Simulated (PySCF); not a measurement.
H₃Cl₃OSiTi, charge -1, doublet, geometry from GFN2-xTB (such geometries of metal compounds can be far from the true shape) (the multiplicity is a formal guess) (in this run its highest filled SCF level lies above zero, so its values depend strongly on the basis, on diffuse functions most of all). Base run: DF-M06/def2-SVP in PySCF.

PySCF was given this input:
```python
from pyscf import gto, scf, dft

mol = gto.Mole()
mol.atom = '''
    Ti   -0.11069724    0.32179312    0.06128538
    Cl   -0.70478504    2.38499021    0.56127058
    Cl    0.45471247   -0.47882559    2.04516136
    Cl   -1.99350398   -0.51031343   -0.75586738
    O     1.17690581   -0.21124806   -1.06478308
    Si    1.79432441   -1.63489588   -1.40589071
    H     2.92879206   -1.92522186   -0.50233558
    H     2.29855010   -1.56440435   -2.79422244
    H     0.81301047   -2.74076625   -1.31058305
'''
mol.basis = 'def2-svp'
mol.charge = -1
mol.spin = 1
mol.verbose = 3
mol.build()

mf = dft.UKS(mol)
mf.xc = 'm06'
mf = mf.density_fit(auxbasis='def2-universal-jkfit')
mf.kernel()
mf.analyze()
```

The base run was repeated with changes; each row names its change, and settings that it needs were set with it.

```tsv
change	ΔE vs base (µEh)	grid points	electrons on the grid	outcome
base	0.0	140232	99.00000	converged
grids.atom_grid = (99, 590)	17.6	279168	99.00000	converged
grids.level = 7	-	-	-	cut at the time limit
grids.atom_grid = (30, 110)	3592	22024	99.00243	converged
grids.atom_grid = (75, 302)	151	126672	98.99999	converged
grids.level = 5	30.4	331576	99.00000	converged
grids.prune = dft.gen_grid.treutler_prune	683	131496	99.00000	converged
```

Open shells are given as the SCF converged; they aren't shown to be the lowest states, and a large step between rows can be another state.
